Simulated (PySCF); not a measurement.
**Exercise with solution: chemical shift, span and skew from a shielding tensor**

Cl3Si, SMILES [Si](Cl)(Cl)Cl (connectivity only; charge and spin as stated), charge +1, multiplicity 1. Atoms are numbered in the order given.

```xyz
4

Cl     1.9733     0.0000     0.0000
Si     0.0000     0.0000     0.0000
Cl    -0.9866    -1.7089     0.0000
Cl    -0.9866     1.7089     0.0000
```
Charge +1, spin multiplicity 1.

The structure is a stationary point at B3LYP-D3(BJ)/def2-SVP. The spin state was assumed, not searched. The isomer is the one that the SMILES or the coordinates give; other isomers of the formula were not compared.

GIAO shieldings from B3LYP/pcSseg-2 (PySCF), non-relativistic, no solvent. The symmetric part of the tensor of Si2 has the principal values 203.8, 232.9, 232.9 ppm. The same nucleus in TMS has σ = 325.2 ppm at this level (PySCF, at its B3LYP-D3(BJ)/def2-TZVP geometry). Without spin–orbit terms, shifts of atoms bonded to Cl or Br come out too high.

**Question.** Work out the isotropic shielding, the ²⁹Si shift against TMS, the span and the skew.

**Answer.** 
σ(iso) = (σ11 + σ22 + σ33)/3 = 223.2 ppm. δ = σ(ref) − σ(iso) = 325.2 − (223.2) = 102.0 ppm.
Span Ω = σ33 − σ11 = 29.1 ppm. Skew κ = 3(σ(iso) − σ22)/Ω = -1.00, an axial tensor. Tumbling in solution averages the tensor to δ; in a static solid the shielding alone would spread this spin-1/2 line over Ω.
